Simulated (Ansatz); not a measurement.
Program: Ansatz. Geometries: PBE0-D4/def2-TZVP. ΔE: electronic, gas phase. CCSD(T)/CBS is the MP2 limit (def2-TZVPP, def2-QZVPP) plus CCSD(T) − MP2 in def2-TZVPP, frozen cores. This one scheme is used for every species. Functionals use def2-TZVPP. One conformer a species, not always the lowest.

`O[Si](O)(F)C[SiH2]Cl` + `[SiH3]N[SiH2]Cl` → `[SiH3]N([SiH2]Cl)[SiH2]Cl` + `C[Si](O)(O)F`  (ligand exchange at the Si–C bond)

CCSD(T)/CBS gives -0.48 eV.

Another level gave -0.40 eV. Which?
A. PBE-D4/def2-TZVPP
B. PBE/def2-TZVPP
C. B2PLYP/def2-TZVPP
D. MP2/def2-TZVPP

A. PBE-D4 -0.40, B2PLYP -0.44, MP2/def2-TZVPP -0.51, PBE -0.35 eV.

Largest T1 diagnostic among the species: 0.011.

The D4 term adds −0.07 eV with B3LYP and −0.04 eV with PBE0; it sums over pairs of atoms, weighted by their polarisabilities, and B3LYP, whose exchange is more repulsive, gets the larger term. In def2-TZVPP, CCSD(T) changes the Hartree–Fock value by −0.03 eV (the triples alone add −0.01 eV) and MP2 by −0.07 eV. From PBE to PBE0 (25 % exact exchange), in def2-TZVPP and without D4, ΔE moves by −0.03 eV.

B3LYP here is the variant with VWN-RPA as its local correlation; programs differ in this.
